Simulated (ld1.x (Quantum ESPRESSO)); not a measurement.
Configuration tests for Pt (Z = 78) (TM)

ld1.x (Quantum ESPRESSO) 7.5 input, shortened:

```
&input
   title='Pt', zed=78., rel=1, dft='PZ', iswitch=3,
   config='[Xe] 4f14 5d9 5f-2 6s1 6p0'
 /
 &inputp
   pseudotype=2, tm=.true., lloc=-1, rcloc=1.15,
   nlcc=.false.
 /
4
6S  1  0   1.00   0.00  2.15  2.15  0.0
6P  2  1   0.00   0.00  3.80  3.80  0.0
5D  3  2   9.00   0.00  1.25  1.25  0.0
5F  4  3  -2.00   0.15  3.10  3.10  0.0
 &test
   configts(1)='5d9 6s1 6p0'
 /
```

Energies are relative to the spin-unpolarised reference configuration 5d9 6s1 6p0; without spin polarisation the order of configurations can differ from experiment. Spin-polarised rows fill each open shell by Hund’s rule, majority spin first. Not all tests gave a result: 1 of 9 tests not solved or not reliable. Left out of the table: 5d8 6s2 6p0 (solver errors, printed error -11.6 eV).

```tsv
valence configuration	charge	ΔE all-electron (eV)	error AE − PS (meV)
5d8 6s0 6p0	+2	29.804	+16
5d10 6s0 6p0	0	0.054	-25
5d6 6s0 6p0	+4	108.263	-78
5d9.5 6s0.5 6p0	0	-0.086	-7.0
5d9 6s1 6p0 (spin-polarised)	0	-0.379	+104
5d9 6s0 6p0 (spin-polarised)	+1	9.416	+77
```

Q: What are ΔE and the potential's error for 5d9 6s0 6p0?

A: ΔE = 9.545 eV all-electron; the error (AE − PS) is -5.5 meV.

Q: What are ΔE and the potential's error for 5d7 6s0 6p0?

A: ΔE = 62.315 eV all-electron; the error (AE − PS) is +5.6 meV.

Levels in the configuration 5d9 6s1 6p0 (spin-polarised):

```
  level  all-electron (eV)  pseudo (eV)
  5d up             -6.687       -6.844
  6s up             -6.299       -6.318
5d down             -5.943       -5.736
```

These tests converged, but a pseudo level misses the all-electron one widely, so the file describes the atom poorly there or has found another state: 5d8 6s0 6p0: empty 6s by 3.1 eV (a node warning on the way).

Note: ghost states, extra bound levels that the all-electron valence spectrum of the same l lacks: s at -304.5 eV, p at -139.2 eV. A true bound ghost makes a file unfit for plane-wave use.
